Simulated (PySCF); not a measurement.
**IS₂⁺: from structure and modes to constants**

Computed with PySCF, PBE0, basis I def2-TZVP with ECP28, S def2-TZVP (scalar-relativistic core potentials, no spin–orbit coupling, density fitting).

The singlet minimum has C2v symmetry. Masses (u): I 126.90447, S 31.97207.

```xyz
3
charge 1 multiplicity 1, angstrom
I    -0.3944    0.0000    0.0000
S     0.7825    0.0000    1.8583
S     0.7825    0.0000   -1.8583
```

Harmonic wavenumbers (cm⁻¹): 162.3 (a1, ×1), 466.2 (a1, ×1), 489.2 (b2, ×1).

Find the principal moments of inertia and the rotational constants. What kind of rotor is it?

About the centre of mass I = 58.893, 220.81, 279.7 u Å². With B = 16.8576/I this gives 0.2862, 0.07635, 0.06027 cm⁻¹. The molecule is an asymmetric top with κ = -0.86.

What is the harmonic zero-point energy?

Half the sum of all 3 wavenumbers, 1118/2 = 559 cm⁻¹, which is 6.7 kJ/mol (1 cm⁻¹ = 0.0119627 kJ/mol).

Find the vibrational entropy and heat capacity at 298.15 K.

With u = 1.43878 ω/T, each mode gives S = R[u/(eᵘ−1) − ln(1−e⁻ᵘ)] and C = R u² eᵘ/(eᵘ−1)².
| ω (cm⁻¹) | u | S (J/(mol K)) | C (J/(mol K)) |
| --- | --- | --- | --- |
| 162.3 | 0.783 | 10.56 | 7.90 |
| 466.2 | 2.250 | 3.13 | 5.54 |
| 489.2 | 2.361 | 2.87 | 5.33 |
The sums over all modes are S = 16.6 and C = 18.8 J/(mol K); the softest mode gives 64 % of the entropy.

Other isomers or separated fragments may lie lower.
